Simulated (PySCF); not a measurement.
SMILES O=Cc1ccc(B(O)O)s1, singlet (GFN2-xTB optimised geometry):

```
15

O     -2.533    -2.647     0.001
C     -1.327    -2.691     0.002
C     -0.439    -1.554     0.000
C      0.939    -1.554     0.000
C      1.481    -0.267     0.000
C      0.537     0.735     0.000
B      0.790     2.286     0.002
O      2.070     2.705     0.028
O     -0.205     3.207    -0.022
S     -1.058     0.065    -0.001
H     -0.784    -3.659     0.003
H      1.524    -2.457     0.000
H      2.533    -0.051     0.000
H      2.166     3.659     0.029
H     -1.104     2.883    -0.041
```

Calculation: PBE0/def2-TZVP (PySCF 2.14.0).

### Question
What are the frontier orbital energies and the dipole moment?

### Answer
HOMO-2 -7.85 eV, HOMO-1 -7.68 eV, HOMO -7.45 eV, LUMO -2.35 eV, LUMO+1 -0.06 eV; dipole moment 2.92 D.

Meta-Löwdin charges at PBE0/def2-TZVP: O1 -0.40, C2 0.26, C3 -0.17, C4 -0.12, C5 -0.12, C6 -0.22, B7 0.43, O8 -0.52, O9 -0.53, S10 0.31, H11 0.08, H12 0.14, H13 0.14, H14 0.36, H15 0.36.
